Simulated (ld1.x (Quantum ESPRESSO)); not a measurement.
**Pseudopotential generation for Sb: PAW, PBEsol, scalar-relativistic.**

```
Element                 : antimony (Sb)
Generator               : ld1.x (Quantum ESPRESSO) 7.5
Type                    : PAW
Functional              : PBEsol
Relativity              : scalar-relativistic
Frozen core             : [Ar] 3d10 4s2
Valence charge          : 21
Reference configuration : 4p6 4d10 5s2 5p3
Partial waves           : 5s (bound): rcut 1.95, rcutus 2.05 bohr; 5s channel at -0.35 Ry: rcut 1.95, rcutus 2.05 bohr; 4p (bound): rcut 1.30, rcutus 1.50 bohr; 5p (bound): rcut 1.30, rcutus 1.50 bohr; 4d (bound): rcut 0.85, rcutus 1.00 bohr; 4d channel at 0.25 Ry: rcut 0.85, rcutus 1.00 bohr; 4f channel at -0.05 Ry: rcut 1.60, rcutus 1.70 bohr; 4f channel at 1.6 Ry: rcut 1.60, rcutus 1.70 bohr
Local potential         : all-electron potential smoothed inside 1.88 bohr (lloc = -1)
Core correction         : Bessel-smoothed model core, default radius (core density twice the valence density)
Augmentation charge     : PSQ, inside the norm-conserving radii
```

Poles of the logarithmic derivatives, all-electron (AE) and pseudo (PS). s: poles at 1.5 (AE) and 1.4, 2.9 (PS) Ry. p: poles at -7.4, 3.1 (AE) and -7.4, 3.1 (PS) Ry. d: poles at -2.3 (AE) and -2.3 (PS) Ry. f: poles at 3.0 (AE) and 3.0 (PS) Ry. Test radius 2.25 bohr.

- Cutoffs needed: 120 Ry and 260 Ry (the cutoffs (Ry, on a coarse ladder) from which the occupation-weighted sum of valence levels, in a spherical-Bessel basis at the reference potential, stays within 10 and 1 mRy of its value at 400 Ry)
- Ghost test: no extra level below or beside the all-electron valence levels (s, p, d, f tested) (spherical-Bessel basis up to 400 Ry, 20 bohr box)
- Configuration tests: test run stopped at test 4 of 7 (negative rho)
- Lowest eigenvalue of the overlap operator: 0.09 (p channel)
- Density cutoff estimated by the generator: 616 Ry
